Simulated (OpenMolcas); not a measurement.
Lu⁺: effect of the active space

- Program: OpenMolcas 26.06
- Method: SS-CASPT2, IPEA 0.25 Eh, imaginary shift 0.1 Eh
- Basis: ANO-RCC-VQZP
- Scalar Hamiltonian: DKH2, point nucleus
- Spin-orbit coupling: state interaction with AMFI integrals over the reference wave functions, term energies averaged over their components

A. 2 electrons in 6 orbitals (5d 6s); 2S+1 = 1 even, 20 roots; 2S+1 = 3 even, 15 roots kept (CI in the orbitals of an earlier block); closed shells correlated: 5s 5p; CASPT2 step roughly 30 core-seconds
B. 2 electrons in 11 orbitals (5d 6s 6d); 2S+1 = 1 even, 6 roots; 2S+1 = 3 even, 5 roots kept (CI in the orbitals of an earlier block); closed shells correlated: 5s 5p; CASPT2 step roughly 60 core-seconds

Energies in cm⁻¹ above 6s² ¹S₀, the measured ground level; measured values from NIST Handbook of Basic Atomic Spectroscopic Data.

| Level | A | B | Measured |
| --- | --- | --- | --- |
| 6s² ¹S₀ | 0.0 | 0.0 | 0.0 |
| 5d 6s ³D₁ | 11240 | 10960 | 11796 |
| 5d 6s ³D₂ | 11930 | 11700 | 12435 |
| 5d 6s ³D₃ | 13730 | 13740 | 14199 |
| 5d 6s ¹D₂ | 16400 | 16650 | 17333 |

Deviations, from unrounded energies. A percentage is the sum of absolute deviations over the sum of measured energies, with the sign that they share, or ± where signs differ.

```tsv
Against measurement	Levels	A	B
mean absolute deviation (cm-1)	4	620	680
other configurations (%)	4	-4.4	-4.9
```

A lies closest to measurement on these levels. The largest miss of A in the table is 5d 6s ¹D₂, by -930 cm-1. The ranking rests on the paired levels alone, and a cruder setting can come out closer through cancelling errors.

Between A and B the level of the table that moves most is 5d 6s ³D₁, by 280 cm-1 (lowest in B, highest in A). Moves below CASPT2's spread within the term are not significant.

CASPT2 breaks the degeneracy within a term, and the mean is taken; among the terms shown or strongly mixed into the levels shown the widest spread is 61 cm-1 (5d 6s ¹D, A). Terms from blocks run as CI alone lack orbitals of their own. A single d shell beside an s shell can misplace configurations of different d count against each other (holds for A). Active for correlation alone: 6d; no level in the range computed is led by a configuration that fills it, so any true level of that kind is missing (holds for B). Computed and measured levels are paired by configuration, term and J; levels that our copy of the source lacks, or whose pairing is in doubt (as where it misses far off the trend of its configuration), stay unpaired and out of the deviations. Levels of configurations outside the active space are missing. The table leaves out levels that lie high or whose names do not pair safely across all columns.
